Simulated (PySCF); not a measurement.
## Working out the ionisation energy of C⁺

C⁺ [He] 2s2 2p1 (2P) → C²⁺ [He] 2s2 (1S). Computed with PySCF 2.14 in Sapporo-DZP-2012 (4s3p1d, 18 functions), with scalar relativity by spin-free X2C-1e. Frozen: 1s2. Energies in hartree (1 hartree = 27.21139 eV):

```
            part  C⁺ (lower)  C²⁺ (upper)
             UHF  -37.302163   -36.416410
CCSD correlation   -0.069838    -0.072732
             (T)   -0.000731     0.000000
```

Problem. What does Hartree-Fock give?

Solution. (-36.416410) − (-37.302163) = 0.885753 hartree = 24.103 eV.

Problem. What do CCSD and CCSD(T) give?

Solution. The CCSD correlation energies differ by -0.002894 hartree = -0.079 eV and the triples by 0.000731 hartree = 0.020 eV, so CCSD gives 24.024 eV and CCSD(T) 24.044 eV.

Measured between the centres of the two terms (NIST): 24.378 eV, so CCSD(T) (valence) is off by -0.334 eV.

A double-zeta basis recovers only part of the correlation energy.

The coupled-cluster amplitudes are large, so a single reference is strained.

What remains against the reference includes basis incompleteness, the frozen core and higher excitations.
